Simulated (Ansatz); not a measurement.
Computed with Ansatz on PBE0-D4/def2-TZVP structures; ΔE is electronic, products minus reactants. CCSD(T)/CBS adds triple-zeta CCSD(T) − MP2 to the extrapolated MP2 energy (def2 sets, frozen cores). This one scheme is used for every species. Functionals use def2-TZVPP. One conformer a species, not always the lowest.

Consider the substitution at a C–B bond: `BC[SiH](C)Cl` + HCl → `C[SiH](Cl)CCl` + BH₃.

`BC[SiH](C)Cl`:

Cartesian coordinates in Å:
```
B 0.190 -1.032 -2.049
C -0.615 -0.551 -0.831
Si 0.521 0.412 0.314
C -0.349 0.896 1.883
Cl 2.155 -0.755 0.808
H 0.413 -0.283 -2.957
H 0.645 -2.137 -2.090
H -1.055 -1.346 -0.223
H -1.375 0.201 -1.081
H 1.054 1.605 -0.389
H 0.329 1.445 2.539
H -0.704 0.011 2.416
H -1.208 1.534 1.659
```

HCl:

Cartesian coordinates in Å:
```
Cl -0.442 -0.404 0.225
H 0.442 0.404 -0.225
```

`C[SiH](Cl)CCl`:

Z-matrix (Å, degrees):
```
C
Si 1 1.853
H 1 1.092 2 110.0
H 1 1.092 2 110.5 3 -119.9
H 1 1.092 2 110.7 3 120.1
Cl 2 2.067 1 109.6 3 -177.7
C 2 1.877 1 112.0 3 -60.1
H 2 1.481 1 112.4 3 62.9
Cl 7 1.788 2 107.9 1 62.4
H 7 1.090 2 112.1 1 -179.0
H 7 1.090 2 112.3 1 -56.3
```

BH₃:

Z-matrix (Å, degrees):
```
B
H 1 1.193
H 1 1.193 2 120.0
H 1 1.193 2 120.0 3 180.0
```

Task: Is it downhill or uphill in electronic energy at CCSD(T)/CBS, and by how much? (Estimate.)

Result: Computed: Uphill: ΔE = +23.5 kcal/mol.

Task: What do these levels give: PBE0-D4, PBE0, HF/def2-TZVPP, CCSD(T)/def2-TZVPP, HF/CBS(def2), MP2/CBS(def2)? (An estimate is asked.)

Result: The calculation gave: PBE0-D4 24.6, PBE0 24.5, HF/def2-TZVPP 20.3, CCSD(T)/def2-TZVPP 23.9, HF/CBS(def2) 20.3, MP2/CBS(def2) 23.8 kcal/mol.

Largest T1 diagnostic among the species: 0.010.

In def2-TZVPP, CCSD(T) changes the Hartree–Fock value by +3.6 kcal/mol (the triples alone add +0.1 kcal/mol) and MP2 by +3.9 kcal/mol.
